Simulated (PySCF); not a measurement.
A calculated (PBE0, PySCF 2.14, dyall-acv3z, the non-relativistic Hamiltonian (point nucleus)) atom or ion has these occupied shells.

```tsv
shell	electrons	orbital energy (eV)	rms radius, mean of both spins (bohr)
1s α	1	-676.83	0.205
1s β	1	-675.93	0.205
2s α	1	-34.516	1.11
2s β	1	-31.762	1.11
2p α	3	-14.299	1.26
2p β	2	-12.565	1.26
```

Task: Name the element and its charge.

Result: F (fluorine, neutral), in [He] 2s2 2p5, 2P determinant.
